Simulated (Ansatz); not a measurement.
Na2Li3⁺. Charge 1, multiplicity 1. Geometry B3LYP/def2-TZVP.

| atom | x (Å) | y (Å) | z (Å) |
| --- | --- | --- | --- |
| Li1 | 0.012 | 0.004 | -0.007 |
| Li2 | -0.135 | -2.623 | 1.684 |
| Li3 | 0.145 | 2.658 | -1.663 |
| Na4 | 2.150 | -2.531 | -0.294 |
| Na5 | -2.172 | 2.492 | 0.280 |

The restricted singlet is unstable towards broken spin symmetry in Hartree–Fock (as tested in another run); at PBE/def2-TZVP, r2SCAN/def2-TZVP, PBE0/def2-TZVP, CAM-B3LYP/def2-TZVP and others this wasn't settled. Another isomer (singlet) lies 0.15 eV lower at PBE0/def2-TZVP; other spin states weren't run for this one.

Problem. Estimate the orbital energies around the gap (eV) in Ansatz with PBE/def2-TZVP, r2SCAN/def2-TZVP, PBE0/def2-TZVP, CAM-B3LYP/def2-TZVP, ωB97M-V/def2-TZVP.

Solution. 
```json
{"orbital": "HOMO−9", "PBE/def2-TZVP": "-54.63", "r2SCAN/def2-TZVP": "-56.08", "PBE0/def2-TZVP": "-58.64", "CAM-B3LYP/def2-TZVP": "-60.14", "ωB97M-V/def2-TZVP": "-61.50"}
{"orbital": "HOMO−8", "PBE/def2-TZVP": "-53.80", "r2SCAN/def2-TZVP": "-55.25", "PBE0/def2-TZVP": "-57.84", "CAM-B3LYP/def2-TZVP": "-59.47", "ωB97M-V/def2-TZVP": "-61.01"}
{"orbital": "HOMO−7", "PBE/def2-TZVP": "-31.75", "r2SCAN/def2-TZVP": "-32.80", "PBE0/def2-TZVP": "-35.16", "CAM-B3LYP/def2-TZVP": "-36.60", "ωB97M-V/def2-TZVP": "-37.70"}
{"orbital": "HOMO−6", "PBE/def2-TZVP": "-31.75", "r2SCAN/def2-TZVP": "-32.80", "PBE0/def2-TZVP": "-35.16", "CAM-B3LYP/def2-TZVP": "-36.60", "ωB97M-V/def2-TZVP": "-37.70"}
{"orbital": "HOMO−5", "PBE/def2-TZVP": "-31.74", "r2SCAN/def2-TZVP": "-32.79", "PBE0/def2-TZVP": "-35.15", "CAM-B3LYP/def2-TZVP": "-36.59", "ωB97M-V/def2-TZVP": "-37.69"}
{"orbital": "HOMO−4", "PBE/def2-TZVP": "-31.74", "r2SCAN/def2-TZVP": "-32.79", "PBE0/def2-TZVP": "-35.15", "CAM-B3LYP/def2-TZVP": "-36.59", "ωB97M-V/def2-TZVP": "-37.69"}
{"orbital": "HOMO−3", "PBE/def2-TZVP": "-31.71", "r2SCAN/def2-TZVP": "-32.76", "PBE0/def2-TZVP": "-35.12", "CAM-B3LYP/def2-TZVP": "-36.56", "ωB97M-V/def2-TZVP": "-37.68"}
{"orbital": "HOMO−2", "PBE/def2-TZVP": "-31.71", "r2SCAN/def2-TZVP": "-32.76", "PBE0/def2-TZVP": "-35.12", "CAM-B3LYP/def2-TZVP": "-36.56", "ωB97M-V/def2-TZVP": "-37.68"}
{"orbital": "HOMO−1", "PBE/def2-TZVP": "-7.14", "r2SCAN/def2-TZVP": "-7.09", "PBE0/def2-TZVP": "-7.75", "CAM-B3LYP/def2-TZVP": "-8.68", "ωB97M-V/def2-TZVP": "-9.24"}
{"orbital": "HOMO", "PBE/def2-TZVP": "-6.55", "r2SCAN/def2-TZVP": "-6.44", "PBE0/def2-TZVP": "-7.04", "CAM-B3LYP/def2-TZVP": "-7.89", "ωB97M-V/def2-TZVP": "-8.28"}
{"orbital": "LUMO", "PBE/def2-TZVP": "-5.35", "r2SCAN/def2-TZVP": "-5.06", "PBE0/def2-TZVP": "-4.80", "CAM-B3LYP/def2-TZVP": "-4.07", "ωB97M-V/def2-TZVP": "-3.74"}
{"orbital": "LUMO+1", "PBE/def2-TZVP": "-4.94", "r2SCAN/def2-TZVP": "-4.66", "PBE0/def2-TZVP": "-4.40", "CAM-B3LYP/def2-TZVP": "-3.63", "ωB97M-V/def2-TZVP": "-3.31"}
{"orbital": "LUMO+2", "PBE/def2-TZVP": "-4.57", "r2SCAN/def2-TZVP": "-4.33", "PBE0/def2-TZVP": "-4.02", "CAM-B3LYP/def2-TZVP": "-3.32", "ωB97M-V/def2-TZVP": "-2.95"}
{"orbital": "LUMO+3", "PBE/def2-TZVP": "-4.52", "r2SCAN/def2-TZVP": "-4.01", "PBE0/def2-TZVP": "-3.95", "CAM-B3LYP/def2-TZVP": "-3.19", "ωB97M-V/def2-TZVP": "-2.88"}
{"orbital": "LUMO+4", "PBE/def2-TZVP": "-4.14", "r2SCAN/def2-TZVP": "-3.77", "PBE0/def2-TZVP": "-3.53", "CAM-B3LYP/def2-TZVP": "-2.75", "ωB97M-V/def2-TZVP": "-2.26"}
{"orbital": "LUMO+5", "PBE/def2-TZVP": "-3.86", "r2SCAN/def2-TZVP": "-3.52", "PBE0/def2-TZVP": "-3.29", "CAM-B3LYP/def2-TZVP": "-2.49", "ωB97M-V/def2-TZVP": "-2.17"}
```
